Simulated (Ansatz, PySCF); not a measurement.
The Ansatz (a first-principles code) input:
Ansatz 0.2 input:
```yaml
crystal:
  periodic: [false, false, false]
  atoms:
    - {symbol: Sc, position_ang: [0.40621830, -0.00029416, 0.42871085]}
    - {symbol: Cl, position_ang: [1.19503248, 0.37581167, -1.63460469]}
    - {symbol: Cl, position_ang: [-1.69683156, -0.37544829, 1.10502071]}
basis:
  gaussian:
    orbitals: cc-pVDZ
hamiltonian:
  xc: {name: wB97X-V}
total_charge: 1
accuracy: high
```

Task: Convert this to an input for PySCF.

Result: Several could match; the one computed here: 
```python
from pyscf import gto, scf, dft

mol = gto.Mole()
mol.atom = '''
    Sc    0.406218   -0.000294    0.428711
    Cl    1.195032    0.375812   -1.634605
    Cl   -1.696832   -0.375448    1.105021
'''
mol.basis = 'cc-pvdz'
mol.charge = 1
mol.spin = 0
mol.verbose = 4
mol.build()

mf = dft.RKS(mol)
mf.xc = 'wb97x_v'
mf.grids.atom_grid = (99, 590)
mf.grids.prune = None
mf.kernel()
```

Both were run: Ansatz gave -1680.743208 Eh and PySCF -1680.743208 Eh, 0.000 mEh apart.
